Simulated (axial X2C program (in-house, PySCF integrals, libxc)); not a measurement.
Potential curves of LiIr, 2c

All values were computed with an in-house relativistic program for diatomic molecules. Two-component (2c) means X2C with spin–orbit coupling and atomic mean-field two-electron Coulomb and Gaunt terms. Basis: Ir dyall-cv3z [13s14p9d6f4g], Li dyall-cv3z [7s8p2d] (cores contracted in-house); Gaussian nuclei, density fitting, unrestricted open shells. Masses: Ir 192.963 u, Li 7.016 u.

State: Ω = 3 (⟨Sz⟩ = 0.86, ⟨Lz⟩ = 2.14 at BHandHLYP). Energies in eV from the fragments at the same level (Ir + Li). Fits are polynomials in 1 − R0/R over 0.85 to 1.23 times the lowest point R0.

```csv
R (Å),BHandHLYP,CCSD(T),PBE0,CCSD
2.1230,-1.7233,-1.9519,-2.1250,-1.7766
2.1930,-1.8058,-2.0456,-2.2048,-1.8703
2.2630,-1.8523,-2.0993,-2.2480,-1.9246
2.3330,-1.8682,-2.1202,-2.2600,-1.9466
2.4147,-1.8566,-2.1111,-2.2434,-1.9395
2.4963,-1.8198,-2.0734,-2.2016,-1.9044
2.6013,-1.7436,-1.9926,-2.1188,-1.8277
```

Correlated methods: 10 electrons correlated (number of frozen shells: Ir 5 s, 4 p, 2 d, 1 f; Li 1 s), 266 virtual spin orbitals or spinors in MP2, 90 natural virtuals in coupled cluster.

The state is a single determinant with fixed occupations, the lowest that a limited PBE0 search found. Dissociation energies refer to the lowest single-determinant-based atoms at the same level and basis. Density functionals use the spin component along the axis (collinear). Coupled cluster ran in a truncated set of natural virtual spinors; the MP2 energy of the rest was added. (T) has no such correction and the atoms are truncated less, which lowers De at CCSD(T) by a hundredth of an eV or more. PBE0 can misorder states that lie within some tenths of an eV, so this need not be the ground state of the molecule. The nearest other 2c determinant of the search, Ω = 4, lies 0.03 eV up at the distance of the search. The functionals have no current-density term, which raises determinants with orbital currents, atoms included. With several unpaired electrons one determinant need not be a pure state. The determinant is spin-polarised beyond a pure state at some levels (its spin-free form has ⟨S²⟩ too high), which makes Re and μ there less reliable. The T1 diagnostic is large, a sign of multireference character. Coupled cluster ran on the points near the minimum only. MP2 and coupled cluster on one determinant become unreliable at the stretched end.

Question: What are Re, ωe and De at the BHandHLYP level?

Answer: At BHandHLYP, 2c: Re = 2.341 Å, ωe ≈ 439 cm⁻¹, De = 1.87 eV to Ir + Li; Be follows as 0.454 cm⁻¹.

Question: Fit the CCSD(T) curve near its minimum: give the equilibrium distance, the harmonic wavenumber and the well depth.

Answer: At CCSD(T), 2c: Re = 2.351 Å, ωe ≈ 455 cm⁻¹, De = 2.12 eV to Ir + Li; Be follows as 0.451 cm⁻¹.

Question: What are Re, ωe and De at the PBE0 level?

Answer: At PBE0, 2c: Re = 2.329 Å, ωe ≈ 451 cm⁻¹, De = 2.26 eV to Ir + Li; Be follows as 0.459 cm⁻¹.

Question: Fit the CCSD curve near its minimum: give the equilibrium distance, the harmonic wavenumber and the well depth.

Answer: At CCSD, 2c: Re = 2.355 Å, ωe ≈ 448 cm⁻¹, De = 1.95 eV to Ir + Li; Be follows as 0.449 cm⁻¹.
